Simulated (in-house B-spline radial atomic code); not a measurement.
A fraction x of an electron is removed from 3d in neutral copper, starting from [Ar] 3d10 4s1 and keeping the highest spin. Level of theory: scalar-relativistic (X2C) CAM-B3LYP, spin-polarised, spherical fractional occupations, Fermi nucleus of rms radius 3.8823 fm; calculated with a radial B-spline atomic code at the basis-set limit.

Caution: exact exchange at fractional occupations of open shells leaves self-interaction of up to several eV.

```json
{"x": "0", "E(x) - E(0) (eV)": "0.0000", "3d down level (eV)": "-8.576"}
{"x": "0.12", "E(x) - E(0) (eV)": "1.1027", "3d down level (eV)": "-9.814"}
{"x": "0.16", "E(x) - E(0) (eV)": "1.5038", "3d down level (eV)": "-10.241"}
{"x": "0.31", "E(x) - E(0) (eV)": "3.1634", "3d down level (eV)": "-11.903"}
{"x": "0.47", "E(x) - E(0) (eV)": "5.2165", "3d down level (eV)": "-13.777"}
{"x": "0.5", "E(x) - E(0) (eV)": "5.6352", "3d down level (eV)": "-14.139"}
{"x": "0.58", "E(x) - E(0) (eV)": "?", "3d down level (eV)": "?"}
{"x": "0.7", "E(x) - E(0) (eV)": "8.7104", "3d down level (eV)": "-16.637"}
{"x": "0.76", "E(x) - E(0) (eV)": "?", "3d down level (eV)": "?"}
{"x": "0.96", "E(x) - E(0) (eV)": "13.4803", "3d down level (eV)": "-20.092"}
{"x": "1", "E(x) - E(0) (eV)": "14.2949", "3d down level (eV)": "-20.643"}
```

What belongs in the row x = 0.58?

An energy change of 6.8054 eV; 3d down at -15.121 eV.

What belongs in the row x = 0.76?

An energy change of 9.7319 eV; 3d down at -17.414 eV.

Check Janak's theorem between x = 0.12 and 0.16.

The slope of the energy is 10.03 eV; the orbital levels give 10.03 eV (-ε of the emptying orbital, averaged over the two points).
